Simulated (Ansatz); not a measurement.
Relaxation of BrCl2H3OSi (8 atoms, charge 0, multiplicity 1), to a largest force component of 0.03 eV/Å in at most 50 steps.

All numbers below come from RHF/def2-SVP in Ansatz 0.2.0.

```xyz
8
Properties=species:S:1:pos:R:3:forces:R:3
Si -1.104 -0.474 -0.411 0.33 -0.65 0.25
Br 0.295 -2.068 0.435 -0.55 0.49 -0.30
Cl -0.421 0.296 -2.168 0.00 0.00 0.00
Cl -1.536 0.964 0.981 0.00 0.00 0.00
H -2.348 -1.186 -0.687 0.00 0.00 0.00
H 2.051 0.127 0.527 -0.19 0.47 -0.13
O 1.560 0.904 0.272 0.41 -0.30 0.18
H 1.503 1.437 1.051 0.00 -0.01 -0.01
```

**Question.** Where does it end, and by what steps?

**Answer.** The run converged. After 7 steps the energy has fallen by 0.089 eV; H6 moved furthest, 0.37 Å.

```json
{"step": "0", "energy less start (eV)": "0.0000", "largest force component (eV/Å)": "0.647", "accepted": "yes"}
{"step": "1", "energy less start (eV)": "-0.0590", "largest force component (eV/Å)": "0.998", "accepted": "yes"}
{"step": "2", "energy less start (eV)": "-0.0753", "largest force component (eV/Å)": "0.772", "accepted": "yes"}
{"step": "3", "energy less start (eV)": "-0.0806", "largest force component (eV/Å)": "0.782", "accepted": "yes"}
{"step": "4", "energy less start (eV)": "-0.0864", "largest force component (eV/Å)": "0.271", "accepted": "yes"}
{"step": "5", "energy less start (eV)": "-0.0877", "largest force component (eV/Å)": "0.194", "accepted": "yes"}
{"step": "6", "energy less start (eV)": "-0.0891", "largest force component (eV/Å)": "0.055", "accepted": "yes"}
{"step": "7", "energy less start (eV)": "-0.0894", "largest force component (eV/Å)": "0.005", "accepted": "yes"}
```

```xyz
8
Properties=species:S:1:pos:R:3
Si -1.248 -0.581 -0.457
Br 0.118 -2.135 0.335
Cl -0.537 0.202 -2.199
Cl -1.524 0.892 0.946
H -2.539 -1.212 -0.710
H 2.343 0.302 0.676
O 1.889 1.055 0.330
H 1.498 1.478 1.079
```

The run took 11 s on 2 threads of Intel(R) Xeon(R) 6975P-C (Granite Rapids), on a shared host, peak memory 0.32 GiB.
